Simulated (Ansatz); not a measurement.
Calculated with Ansatz (gas phase, PBE0-D4/def2-TZVP geometries, no zero-point term in ΔE). CCSD(T)/CBS is the MP2 limit (def2-TZVPP, def2-QZVPP) plus CCSD(T) − MP2 in def2-TZVPP, frozen cores. Elements past krypton have def2 core potentials. For In outer-core shells are correlated without core-valence functions, which leaves a few kJ/mol of doubt a bond. Each species was taken in one conformer, which may not be the lowest.

`BBC[SiH3]` + `C[O][In]([OH])[OH]` → `C[O][In]([OH])[O][SiH3]` + `BBC`  (ligand exchange at the Si–C bond)

`BBC[SiH3]`:

Cartesian coordinates in Å:
```
B -0.581 1.031 -1.845
B 0.202 1.008 -0.401
C -0.250 0.358 0.926
Si 0.418 -1.413 0.920
H -0.470 0.153 -2.656
H -1.255 1.967 -2.181
H 1.302 1.511 -0.415
H -1.332 0.250 1.052
H 0.183 0.820 1.818
H 1.889 -1.427 0.709
H 0.119 -2.050 2.230
H -0.226 -2.208 -0.157
```

`C[O][In]([OH])[OH]`:

Cartesian coordinates in Å:
```
C -0.485 1.227 1.410
O -1.001 0.309 0.475
In 0.158 -0.685 -0.771
O -0.652 -1.952 -2.048
O 2.112 -0.416 -0.744
H 0.040 2.065 0.935
H -1.326 1.639 1.978
H 0.205 0.762 2.125
H -1.608 -1.991 -1.959
H 2.558 -0.959 -1.400
```

`C[O][In]([OH])[O][SiH3]`:

Z-matrix (Å, degrees):
```
C
O 1 1.410
H 1 1.094 2 107.7
H 1 1.097 2 112.7 3 -118.7
H 1 1.097 2 112.9 3 118.7
In 2 1.962 1 120.7 3 -177.6
O 6 1.981 2 119.1 1 0.9
O 6 1.959 2 124.9 1 -179.3
Si 7 1.627 6 138.6 2 -0.3
H 8 0.962 6 110.7 2 -179.7
H 9 1.492 7 111.6 6 -58.5
H 9 1.487 7 109.3 6 -178.5
H 9 1.492 7 111.5 6 61.5
```

`BBC`:

Cartesian coordinates in Å:
```
B 0.791 0.359 1.362
B 0.128 -0.496 0.132
C -0.703 0.044 -1.078
H 1.900 0.817 1.303
H 0.212 0.534 2.400
H 0.331 -1.689 0.149
H -1.000 1.092 -1.032
H -0.073 -0.087 -1.970
H -1.586 -0.575 -1.265
```

```
                  species  MP2/def2-TZVPP energy (Eh)
              `BBC[SiH3]`                  -381.33126
     `C[O][In]([OH])[OH]`                  -455.91001
`C[O][In]([OH])[O][SiH3]`                  -746.18040
                    `BBC`                   -91.09507
```

Question: Work out ΔE.

Answer: ΔE = (-746.18040) + (-91.09507) − (-381.33126) − (-455.91001) = -0.03420 Eh = -89.8 kJ/mol. CCSD(T)/CBS gives -89.9 kJ/mol.

Largest T1 diagnostic among the species: 0.017.

From PBE to PBE0 (25 % exact exchange), in def2-TZVPP and without D4, ΔE moves by −6.9 kJ/mol. In def2-TZVPP, CCSD(T) changes the Hartree–Fock value by +24.5 kJ/mol (the triples alone add +3.3 kJ/mol) and MP2 by +25.0 kJ/mol.
